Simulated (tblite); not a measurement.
Species: C7H5F3O.
Bonds: C1–C2 (double), C2–C3, C3–C4 (double), C4–O5, O5–C6, C6–F7, C6–F8, C6–F9, C4–C10, C10–C11 (double), C3–C10. Hydrogens: H12, H13 on C1; H14 on C2; H15, H16 on C11.

Computed with GFN2-xTB (tblite), gas phase: L-BFGS steps from a force-field or distance-geometry start until the largest atomic force falls under 0.01 eV/Å.

Step 34: E = -970.6439 eV
```
atom  x, y, z in Å  |  force x, y, z in eV/Å
C1      2.8839   -0.4770    0.4702   -0.026   0.000  -0.059
C2      1.6899   -0.9330    0.0843   -0.020   0.001   0.060
C3      0.5843   -0.0660   -0.1191   -0.041  -0.104   0.009
C4     -0.6918    0.1453   -0.4518   -0.052  -0.014  -0.059
O5     -1.8842   -0.2877   -0.9789    0.058   0.057  -0.025
C6     -2.5770   -1.2432   -0.3773    0.079   0.047  -0.013
F7     -3.1929   -2.0005   -1.2829    0.032   0.007   0.081
F8     -1.8389   -2.0469    0.3948   -0.042  -0.075  -0.010
F9     -3.5381   -0.7362    0.4136    0.052  -0.088   0.012
C10     0.0403    1.3045   -0.0393   -0.052   0.168  -0.100
C11     0.0764    2.5995    0.1687    0.000  -0.126   0.063
H12     3.0632    0.5755    0.6030   -0.061   0.046   0.058
H13     3.7199   -1.1286    0.6466    0.000  -0.082  -0.049
H14     1.5125   -1.9894   -0.0835    0.008   0.053   0.046
H15    -0.8163    3.1835    0.0431   -0.011   0.109  -0.040
H16     0.9613    3.1090    0.4973    0.076   0.002   0.026
```

Step 35: E = -970.6479 eV
```
atom  x, y, z in Å  |  force x, y, z in eV/Å
C1      2.8788   -0.4769    0.4668   -0.042  -0.004  -0.021
C2      1.6825   -0.9340    0.0879    0.021  -0.018   0.052
C3      0.5803   -0.0627   -0.1152   -0.030  -0.179  -0.015
C4     -0.6934    0.1489   -0.4562   -0.038   0.006  -0.039
O5     -1.8826   -0.2901   -0.9853    0.087   0.018   0.044
C6     -2.5705   -1.2462   -0.3770    0.066   0.037  -0.041
F7     -3.1886   -2.0022   -1.2804    0.002  -0.029   0.042
F8     -1.8357   -2.0551    0.3944   -0.014  -0.005  -0.044
F9     -3.5283   -0.7381    0.4150    0.024  -0.065   0.050
C10     0.0408    1.3077   -0.0426   -0.057   0.183  -0.081
C11     0.0815    2.6015    0.1705   -0.010  -0.116   0.049
H12     3.0496    0.5770    0.6085   -0.034   0.001   0.033
H13     3.7171   -1.1286    0.6385   -0.025  -0.044  -0.051
H14     1.5043   -1.9918   -0.0786    0.009   0.102   0.040
H15    -0.8100    3.1861    0.0478   -0.042   0.136  -0.057
H16     0.9667    3.1133    0.4946    0.083  -0.025   0.040
```

Step 36: E = -970.6514 eV
```
atom  x, y, z in Å  |  force x, y, z in eV/Å
C1      2.8735   -0.4764    0.4632   -0.034  -0.020   0.026
C2      1.6755   -0.9354    0.0924    0.026   0.000   0.038
C3      0.5750   -0.0624   -0.1117   -0.006  -0.147  -0.021
C4     -0.6953    0.1528   -0.4606   -0.014   0.029  -0.016
O5     -1.8800   -0.2928   -0.9906    0.066  -0.013   0.069
C6     -2.5635   -1.2490   -0.3773    0.028   0.009  -0.040
F7     -3.1850   -2.0046   -1.2775   -0.020  -0.049  -0.003
F8     -1.8325   -2.0631    0.3929    0.028   0.048  -0.064
F9     -3.5186   -0.7413    0.4172    0.005  -0.037   0.074
C10     0.0409    1.3119   -0.0488   -0.033   0.116  -0.049
C11     0.0867    2.6038    0.1724   -0.032  -0.044   0.035
H12     3.0361    0.5781    0.6152   -0.005  -0.026   0.006
H13     3.7138   -1.1292    0.6288   -0.050   0.001  -0.050
H14     1.4967   -1.9927   -0.0724    0.008   0.088   0.026
H15    -0.8044    3.1915    0.0517   -0.015   0.124  -0.064
H16     0.9735    3.1177    0.4938    0.045  -0.077   0.034
```

**Question.** Estimate the geometry and energy of step 37. (The exact step hangs on the optimiser's Hessian estimate; all steps are aligned on step 36, rigid shifts and turns removed.)

**Answer.** E = -970.6536 eV, largest force 0.117 eV/Å
```
atom  x, y, z in Å  |  force x, y, z in eV/Å
C1      2.8696   -0.4761    0.4615   -0.018  -0.006   0.056
C2      1.6713   -0.9363    0.0952    0.008   0.004   0.028
C3      0.5706   -0.0648   -0.1115    0.008  -0.032  -0.015
C4     -0.6965    0.1559   -0.4653    0.004   0.036   0.000
O5     -1.8787   -0.2938   -0.9935    0.017  -0.028   0.051
C6     -2.5587   -1.2506   -0.3780   -0.012  -0.016  -0.018
F7     -3.1833   -2.0073   -1.2749   -0.022  -0.040  -0.023
F8     -1.8285   -2.0668    0.3906    0.061   0.061  -0.067
F9     -3.5118   -0.7445    0.4206    0.004  -0.023   0.069
C10     0.0409    1.3151   -0.0562   -0.001   0.045  -0.012
C11     0.0896    2.6055    0.1747   -0.045  -0.006   0.016
H12     3.0266    0.5791    0.6186    0.019  -0.049  -0.010
H13     3.7105   -1.1299    0.6237   -0.058   0.028  -0.045
H14     1.4926   -1.9929   -0.0667    0.004   0.047   0.011
H15    -0.8008    3.1974    0.0544    0.030   0.094  -0.063
H16     0.9789    3.1190    0.4954    0.000  -0.115   0.024
```

The energy changes by -0.0022 eV. The first-order estimate −F·Δx gives -0.0032 eV and the mean of the old and new forces, exact on a quadratic surface, -0.0022 eV. The step makes an angle of 68° with the force vector and moves no atom by more than 0.010 Å.

The cost below is that of the whole relaxation. On 2 threads of an Intel Xeon 6975P-C, shared host with 48 logical CPUs at a one-minute load of 32, this took 0.85 s wall, 1.7 s CPU.
